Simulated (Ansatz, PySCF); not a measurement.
Gas-phase reaction (SMILES): C=S (CH2S) + 2 [H][H] (H2) → C (CH4) + S (H2S); energy of full hydrogenation.

Geometries: B3LYP-D3(BJ)/def2-TZVP minima from Ansatz (a program for electronic structure). Cores are frozen in the correlated levels unless marked. No spin-orbit coupling. Non-relativistic. CBS marks a two-point X^-3 extrapolation of the correlation energy; Hartree-Fock from the larger set. Unstable Hartree-Fock reference: C=S (CH2S). Thermal terms are rigid-rotor harmonic-oscillator values from B3LYP-D3(BJ) frequencies (PySCF) at 298.15 K and 1 atm. 1 Eh = 627.5095 kcal/mol.

| species | E, CCSD(T)/CBS(def2-TZVPPD,def2-QZVPPD) (Ansatz) (Eh) | E, PBE-D3(BJ)/def2-TZVPD (Ansatz + dftd3) (Eh) | H - E (Eh) | G - E (Eh) |
|---|---|---|---|---|
| C=S (CH2S) | -436.98313 | -437.26671 | 0.02854 | 0.00235 |
| [H][H] (H2) | -1.17452 | -1.16598 | 0.01336 | -0.00144 |
| C (CH4) | -40.45806 | -40.46420 | 0.04840 | 0.02728 |
| S (H2S) | -398.96885 | -399.22909 | 0.01881 | -0.00454 |

### Question
Work out ΔE and ΔH, ΔG, ΔS and the equilibrium constant at 298.15 K at the first level, then ΔH at the second.

### Answer

1. ΔE = [(-40.45806) + (-398.96885)] - [(-436.98313) + 2×(-1.17452)] = -0.09474 Eh = -59.5 kcal/mol at CCSD(T)/CBS(def2-TZVPPD,def2-QZVPPD).
2. The terms H - E add up to 0.01195 Eh, so ΔH = (-0.09474 + (0.01195))×627.5095 = -52.0 kcal/mol.
3. The terms G - E add up to 0.02327 Eh, so ΔG = -44.8 kcal/mol, and ΔS = (0.01195 - (0.02327))×627509.5/298.15 = -23.8 cal/(mol K).
4. log10 K = -ΔG/(RT ln 10) = 32.8, with RT ln 10 = 1.3642 kcal/mol.
5. With ΔH and ΔS taken as constant, ΔG changes sign near ΔH/ΔS = 2180 K, a rough figure that leaves out heat capacities.
6. At PBE-D3(BJ)/def2-TZVPD the same steps give ΔE = -59.4 and ΔH = -51.9 kcal/mol, a shift of +0.1 from the first level.
7. These values are not checked against measurement here, since the tables used lack a sound gas-phase enthalpy of formation for at least one species.
